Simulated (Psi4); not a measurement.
C₄H₈O₂ (SMILES C1COCCO1), singlet, at a GFN2-xTB geometry. Base run: CCSD(T)/STO-3G (Psi4).

Psi4 was given this input:
```
memory 2 GB

molecule mol {
0 1
C     1.247602    0.545664   -0.003314
C     0.930822   -0.856959    0.503451
O    -0.159910   -1.431509   -0.194484
C    -1.079178   -0.471116   -0.683883
C    -1.099246    0.782410    0.183746
O     0.159910    1.431509    0.194484
H     2.096931    0.966806    0.539985
H     1.501618    0.498592   -1.072649
H     1.784703   -1.521487    0.351185
H     0.705205   -0.813945    1.579306
H    -0.818025   -0.196019   -1.716519
H    -2.060881   -0.950849   -0.687076
H    -1.820753    1.505531   -0.204094
H    -1.388798    0.511371    1.209863
}

set {
  basis sto-3g
  reference rhf
}

energy('ccsd(t)')
print_variables()
```

Variants of this job, named by their change:

```tsv
change	ΔE vs base (kcal/mol)	MP2 correlation (Eh)	basis functions	outcome
base	0.000	-0.27085	38	converged
method = fno-ccsd(t)	-	-	38	stopped with an error
method = mp4	-	-	38	stopped with an error
method = omp2	51.63	-0.27078	38	converged
freeze_core = on	1.18	-0.26874	38	converged
method = lccd	-	-	38	stopped with an error
method = qcisd(t)	-	-	38	stopped with an error
cc_type = df	-	-	38	stopped with an error
method = mp3	17.28	-0.27078	38	converged
scf_type = pk; mp2_type = conv	0.000	-0.27085	38	converged
```

- method = fno-ccsd(t): ended with `Fatal Error: ndocc must be less than nvirt`
- method = mp4: ended with `Fatal Error: ndocc must be less than nvirt`
- method = lccd: ended with `Fatal Error: ndocc must be less than nvirt`
